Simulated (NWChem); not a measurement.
Species: CH6FNOSi; SMILES O[Si@H](N)CF

```xyz
11

N     -1.6131     0.5008     0.2250
Si    -0.0136     0.6235    -0.3992
O      1.1063     1.4434     0.5316
C      0.4809    -1.2003    -0.6381
F      0.1160    -1.8983     0.5378
H     -2.1750     1.3065     0.4675
H     -1.8465    -0.3115     0.7835
H      0.0175     1.3755    -1.6747
H      1.1919     1.1419     1.4477
H     -0.0446    -1.6675    -1.4814
H      1.5581    -1.3402    -0.7928
```
Atoms are numbered in this order, from 1.

Program: NWChem. Medium grid unless said otherwise, to which SCAN and Minnesota functionals are sensitive. All runs use the structure optimised with B3LYP/6-31G* (spherical d). Total energies of different functionals are on different scales.

```csv
level,energy (Ha),highest occupied level (eV),orbital gap (eV),dipole (D)
PBE/def2-TZVP,-560.7820,-6.21,5.68,0.97
B3LYP/def2-TZVP,-561.2581,-7.45,7.52,0.88
r2SCAN/def2-TZVP,-561.0721,-6.53,6.48,0.94
M06-2X/def2-TZVP,-561.1065,-9.21,10.27,0.83
Hartree-Fock/def2-TZVP,-559.2512,-11.37,14.66,0.76
TPSSh/def2-TZVP,-561.2469,-6.87,6.95,0.91
```
